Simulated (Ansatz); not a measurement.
Si2H4OF2 (SMILES O[SiH](F)[SiH2]F): methods side by side

Si2H4OF2: 9 atoms, total charge 0, spin state singlet. As SMILES, `O[SiH](F)[SiH2]F`. Geometry: relaxed at PBE0-D4/def2-TZVP. This is one conformer, not always the lowest.

Quantity: the electronic atomisation energy, in eV. The values are calculated. Electronic energies at fixed atoms, without zero-point motion or spin-orbit coupling.

| level | kind | program | value (eV) | less CCSD(T)/def2-SVP |
| --- | --- | --- | --- | --- |
| HF/def2-SVP | Hartree–Fock | Ansatz | 24.29 | -6.84 |
| SVWN5/def2-SVP | LDA | Ansatz | 38.10 | +6.97 |
| revPBE/def2-SVP | GGA | Ansatz | 32.27 | +1.14 |
| B3LYP/def2-SVP | global hybrid | Ansatz | 32.92 | +1.79 |
| wB97M-V/def2-SVP | range-separated hybrid | Ansatz | 33.75 | +2.62 |
| wB97X/def2-SVP | range-separated hybrid | Ansatz | 33.37 | +2.24 |
| B2PLYP/def2-SVP | double hybrid | Ansatz | 32.52 | +1.39 |
| RPA@PBE0/def2-SVP | RPA | Ansatz | 30.36 | -0.77 |
| MP2/def2-SVP | perturbation theory | Ansatz | 31.88 | +0.75 |
| CCSD(T)/def2-SVP | coupled cluster or CI | Ansatz | 31.13 | 0.00 |

CCSD(T)/def2-SVP is the highest level here, not the true value. The values span 24.29 to 38.10 eV.
